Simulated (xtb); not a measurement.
HCu, charge +3, doublet, geometry from GFN2-xTB of the parent state (such geometries of metal compounds can be far from the true shape) (the multiplicity is a formal guess); xtb 6.7.1 with GFN2-xTB.

xtb was given this input:
```
$ xtb mol.xyz --gfn 2 --chrg 3 --uhf 1 --json

# file mol.xyz
2

Cu    -0.00000000    -0.00000000    -0.04926702
H      0.00000000     0.00000000     1.42874357
```

The log (banner, timings and long lists left out):

```
   ID    Z sym.   atoms
    1   29 Cu     1
    2    1 H      2

           -------------------------------------------------
          |                Calculation Setup                |
           -------------------------------------------------

           -------------------------------------------------
          |                 G F N 2 - x T B                 |
           -------------------------------------------------

          ...................................................
          :                      SETUP                      :
          :.................................................:
          :  # basis functions                  11          :
          :  # atomic orbitals                  10          :
          :  # shells                            4          :
          :  # electrons                         9          :
          :  max. iterations                   250          :
          :  Hamiltonian                  GFN2-xTB          :
          :  restarted?                      false          :
          :  GBSA solvation                  false          :
          :  PC potential                    false          :
          :  electronic temp.          300.0000000     K    :
          :  accuracy                    1.0000000          :
          :  -> integral cutoff          0.2500000E+02      :
          :  -> integral neglect         0.1000000E-07      :
          :  -> SCF convergence          0.1000000E-05 Eh   :
          :  -> wf. convergence          0.1000000E-03 e    :
          :  Broyden damping             0.4000000          :
          :  net charge                          3          :
          :  unpaired electrons                  1          :
          ...................................................

 iter      E             dE          RMSdq      gap      omega  full diag
   1     -1.7113240 -0.171132E+01  0.115E+01    7.22       0.0  T
   2     -1.7214352 -0.101112E-01  0.819E+00    4.83       1.0  T
   3     -1.7239014 -0.246620E-02  0.619E+00    2.12       1.0  T
   4     -1.7239571 -0.556861E-04  0.367E+00    4.64       1.0  T
   5     -1.7293238 -0.536679E-02  0.156E+00    3.51       1.0  T
   6     -1.7293909 -0.671010E-04  0.151E+00    3.50       1.0  T
   7     -1.7306324 -0.124142E-02  0.289E-01    2.84       1.0  T
   8     -1.7306783 -0.459736E-04  0.799E-02    2.91       1.0  T
   9     -1.7306811 -0.276711E-05  0.384E-02    2.92       1.8  T
[...]
         :: total energy              -1.726885845449 Eh    ::
[...]
         2        2.0000           -1.4972482             -40.7422
         3        2.0000           -1.4972482             -40.7422
         4        1.5000           -1.4779186             -40.2162
         5        1.5000           -1.4779186             -40.2162 (HOMO)
         6                         -1.3701961             -37.2849 (LUMO)
         7                         -0.9957425             -27.0955
         8                         -0.8658017             -23.5597
         9                         -0.8658017             -23.5597
        10                         -0.2931483              -7.9770
      -------------------------------------------------------------
                  HL-Gap            0.1077225 Eh            2.9313 eV
             Fermi-level           -1.4509879 Eh          -39.4834 eV

     #   Z          covCN         q      C6AA      α(0)
     1  29 Cu       0.901     2.157   119.876    24.999
     2   1 H        0.901     0.843     0.119     0.541

 Mol. C6AA /au·bohr⁶  :        127.210242
 Mol. C8AA /au·bohr⁸  :      10050.039172
 Mol. α(0) /au        :         25.539636

Wiberg/Mayer (AO) data.
largest (>0.10) Wiberg bond orders for each atom

 ---------------------------------------------------------------------------
     #   Z sym  total        # sym  WBO       # sym  WBO       # sym  WBO
 ---------------------------------------------------------------------------
     1  29 Cu   0.289 --     2 H    0.289
     2   1 H    0.289 --     1 Cu   0.289
 ---------------------------------------------------------------------------

molecular dipole:
                 x           y           z       tot (Debye)
 q only:        0.000       0.000       2.075
   full:       -0.000       0.000       1.757       4.467
molecular quadrupole (traceless):
                xx          xy          yy          xz          yz          zz
 q only:       -3.082       0.000      -3.082       0.000       0.000       6.164
  q+dip:       -3.226       0.000      -3.226      -0.000       0.000       6.451
   full:       -2.518      -0.000      -2.518      -0.000       0.000       5.037

           -------------------------------------------------
          | TOTAL ENERGY               -1.726885845449 Eh   |
          | GRADIENT NORM               0.135548238581 Eh/α |
          | HOMO-LUMO GAP               2.931277351831 eV   |
           -------------------------------------------------

normal termination of xtb
```
